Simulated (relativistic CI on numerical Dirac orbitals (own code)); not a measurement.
## Level scheme of Tl LXVIII

Computed by Dirac-Coulomb-Breit CI, separate exchange-only KLI orbitals for each configuration, a model potential for QED, unscaled Slater integrals (own radial code, finite nucleus).

CI space (outside the closed core [Ne]): 3s²3p², 3s²3p3d, 3s3p³, 3s²3d², 3p⁴, 3s3p²3d, 3p²3d², 3s3p3d², 3p³3d, 3s²3d4s, 3s²3d4p, 3s3p3d4s, 3s²3p4s, 3p³4s, 3s3p3d4p, 3p³4p. Levels of other configurations are missing.

```tsv
No.	Configuration	Term	J	E (Ry)	%	Next component (%)	Lifetime (s)
41	3s3p²(1D)<2D>3d	³G	3	115.521	42	23 ³F	1.81e-13
42	3s3p²(3P)<2P>3d	³D	1	115.618	46	16 ¹P	1.55e-13
43	3s3p²(3P)<2P>3d	³F	2	117.824	29	15 ¹D	9.90e-14
44	3s3p²(1D)<2D>3d	³D	1	117.859	43	23 ³P	9.00e-14
45	3s3p²(1D)<2D>3d	³P	0	118.129	49	19 3s²3d² ³P	1.19e-13
46	3s3p²(3P)<4P>3d	⁵D	4	119.878	46	35 ⁵F	4.62e-11
47	3s²3d²	³F	2	121.479	40	17 ¹D	7.41e-14
48	3s3p²(3P)<4P>3d	³P	2	121.691	34	16 ⁵P	5.11e-13
49	3s3p²(1D)<2D>3d	³G	5	121.844	61	39 ⁵F	3.56e-11
50	3s3p²(3P)<4P>3d	³F	3	122.492	42	26 ⁵P	1.40e-12
51	3s3p²(1D)<2D>3d	³D	3	123.389	63	11 ¹F	9.30e-13
52	3s3p²(3P)<4P>3d	³P	1	123.454	37	30 ³D	1.16e-12
53	3s3p²(1D)<2D>3d	³F	4	123.668	42	34 ¹G	1.65e-12
54	3s²3d²	³P	0	123.695	46	26 3s3p²3d ³P	6.00e-14
55	3s3p²(1D)<2D>3d	¹D	2	124.004	35	20 ³P	4.40e-13
56	3s3p²(3P)<2P>3d	³D	3	124.592	39	23 ³F	2.54e-13
57	3s3p²(3P)<2P>3d	³F	4	124.864	49	29 ³G	3.88e-13
58	3s3p²(3P)<4P>3d	³D	1	125.053	37	27 ¹P	5.59e-13
59	3s3p²(1D)<2D>3d	³S	1	126.088	26	22 ¹P	6.75e-13
60	3s3p²(3P)<2P>3d	¹F	3	126.217	37	30 ³F	2.60e-13
61	3s3p²(1D)<2D>3d	³D	2	126.243	23	21 ³P	4.67e-13
62	3s3p²(3P)<4P>3d	³P	0	126.355	46	41 ¹S	4.59e-13
63	3s3p²(3P)<2P>3d	³D	2	126.994	34	30 ³P	1.53e-13
64	3p³(2P°)3d	³D°	2	128.566	18	18 ³F°	1.97e-12
65	3s²3d²	³F	3	129.639	74	10 3s3p²3d ³F	1.11e-13
66	3p³(2P°)3d	³P°	0	129.760	50	19 ⁵D°	7.87e-13
67	3p³(2P°)3d	³F°	3	130.270	22	18 ³G°	5.32e-13
68	3p³(2P°)3d	³D°	1	130.342	31	25 ³P°	4.67e-13
69	3s²3d²	¹G	4	130.494	62	24 ³F	1.40e-13
70	3s3p<3P°>3d²(3F)	⁵G°	2	130.560	43	23 ³F°	4.16e-13
71	3s²3d²	³P	2	130.571	39	21 ¹D	1.06e-13
72	3s²3d²	³P	1	130.955	80	9 3s3p²3d ³P	1.08e-13
73	3s3p<3P°>3d²(3F)	⁵G°	3	131.857	22	19 ³F°	2.90e-13
74	3s3p<3P°>3d²(3P)	⁵D°	0	134.199	44	37 ³P°	1.36e-13
75	3s3p<1P°>3d²(3F)	³D°	1	134.460	39	35 ⁵F°	1.19e-13
76	3s3p<3P°>3d²(1S)	³P°	1	134.988	29	22 ⁵D°	1.61e-13
77	3s3p<3P°>3d²(3F)	³D°	2	135.177	27	19 ⁵F°	9.30e-14
78	3s3p³(2P°)	³P°	2	136.994	50	18 ⁵S°	2.14e-13
79	3s²3d²	³F	4	138.166	70	26 ¹G	1.05e-12
80	3p³(2P°)3d	³F°	4	138.922	42	20 ⁵D°	6.09e-13
81	3s²3d²	¹D	2	139.017	46	45 ³P	9.00e-13
82	3p³(2D°)3d	³D°	2	139.388	22	17 ³P°	7.03e-13
83	3s3p<3P°>3d²(3F)	⁵G°	3	139.482	24	17 ⁵F°	1.82e-12
84	3s3p³(2P°)	¹P°	1	139.918	36	24 ³D°	9.07e-14
85	3s3p<3P°>3d²(3P)	⁵D°	1	140.380	33	32 ⁵P°	1.55e-12
86	3s3p<3P°>3d²(3F)	⁵G°	4	140.520	40	25 ³G°	2.05e-12
87	3s3p<3P°>3d²(3P)	⁵D°	2	140.671	23	17 ³D°	6.08e-13
88	3p³(2P°)3d	³D°	3	141.181	28	13 ¹F°	5.06e-13
89	3s²3d²	¹S	0	141.274	65	31 ³P	7.68e-13
90	3s3p<3P°>3d²(3F)	³G°	3	142.115	43	18 ³F°	1.02e-12
91	3p³(4S°)3d	³D°	1	142.145	26	21 ³P°	5.65e-13
92	3s3p<3P°>3d²(1G)	³G°	5	142.207	34	29 ³H°	2.13e-12
93	3s3p<3P°>3d²(1G)	³H°	4	142.411	48	19 ³G°	1.10e-12
94	3s3p<3P°>3d²(3P)	¹D°	2	142.744	24	22 ³F°	1.08e-12
95	3s3p<3P°>3d²(3P)	³D°	1	143.319	52	20 ³P°	7.96e-13
96	3s3p<1P°>3d²(3P)	³P°	0	143.582	47	25 ¹S°	8.60e-13
97	3s3p<3P°>3d²(3F)	⁵D°	3	143.991	26	22 ³D°	1.44e-13
98	3s3p<3P°>3d²(3P)	⁵D°	2	144.305	22	22 ³P°	1.63e-13
99	3s3p<3P°>3d²(1G)	³F°	4	144.564	42	22 ⁵D°	1.38e-13
100	3s3p<3P°>3d²(3F)	³F°	2	145.426	23	19 ³D°	1.17e-13
101	3s3p<3P°>3d²(1G)	³G°	3	145.595	34	25 ¹F°	1.54e-13
102	3s3p<3P°>3d²(3P)	³D°	1	146.245	28	19 ¹P°	1.06e-13
103	3p²(1S)3d²(3F)	³F	2	147.652	40	23 ⁵G	4.06e-12
104	3p²(3P)3d²(1S)	³P	0	149.827	58	27 ⁵D	3.68e-12
105	3s3p<3P°>3d²(3F)	⁵D°	4	150.408	29	28 ³F°	9.16e-13
106	3s3p<3P°>3d²(1D)	³D°	2	151.520	25	22 ³P°	9.53e-13
107	3s3p<1P°>3d²(3F)	³G°	5	151.720	34	23 ⁵G°	1.36e-12
108	3p⁴	¹D	2	152.586	36	17 ³P	1.73e-13
109	3s3p3d²	³D°	3	152.830	27	26 ³F°	1.06e-12
110	3s3p<3P°>3d²(3F)	³G°	4	153.037	30	23 ³F°	1.04e-12
```

Energies count from the lowest computed level; ° marks odd parity; lifetimes are radiative, by E1, M1, E2, M2 decay to levels of this space only. Percentages are summed over parent terms; the parents shown are those of the largest component, closed shells are left out there, and <> holds an intermediate term.

The mean weight of the leading LS term, summed over parents, in these 70 levels is 39 %, and that of the leading jj configuration (from the same eigenvectors) 87 %, so jj coupling describes them better and the LS labels are nominal.

At this charge energies of transitions that change n are usually good to better than 1 %, and those within a shell (Δn = 0) to a few per cent.

LS names give the leading component of a level, which can be under half, so a name can repeat, a term be missing and a line seem to break the LS rules.
